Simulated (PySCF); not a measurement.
Fe(OH2)6 (FeH12O6), SMILES [OH2]->[Fe+3](<-[OH2])(<-[OH2])(<-[OH2])(<-[OH2])<-[OH2] (connectivity only; charge and spin as stated), charge +3, multiplicity 6.

Geometry: r2SCAN-D4/def2-SVP. The spin state was assumed, not searched. The isomer is the one that the SMILES or the coordinates give; other isomers of the formula were not compared.

Level of theory: TDA-PBE/def2-SVP (PySCF 2.14.0).

Vertical excitations; the highest root listed may be one member of a degenerate set. Gas-phase values at a fixed geometry.

```tsv
state	energy (eV)	λ (nm)	f	main pairs
root 1	2.19	567	0.000	β HOMO→LUMO, β HOMO−1→LUMO+2, β HOMO−2→LUMO+1 (degenerate set)
root 2	2.19	567	0.000	β HOMO→LUMO, β HOMO−1→LUMO+2 (degenerate set)
root 3	2.19	567	0.000	β HOMO−2→LUMO+1, β HOMO−1→LUMO+2, β HOMO→LUMO (degenerate set)
root 4	2.19	566	0.000	β HOMO−1→LUMO (degenerate set)
root 5	2.19	566	0.000	β HOMO→LUMO+1 (degenerate set)
root 6	2.19	566	0.000	β HOMO−2→LUMO+2 (degenerate set)
root 7	2.44	507	0.000	β HOMO−4→LUMO+2, β HOMO−3→LUMO+1 (degenerate set)
root 8	2.44	507	0.000	β HOMO−3→LUMO, β HOMO−5→LUMO+2 (degenerate set)
root 9	2.44	507	0.000	β HOMO−5→LUMO+1, β HOMO−4→LUMO (degenerate set)
root 10	2.53	490	0.000	β HOMO−3→LUMO+1 53 %, β HOMO−4→LUMO+2 47 %
```
Unrestricted roots are not spin-pure.
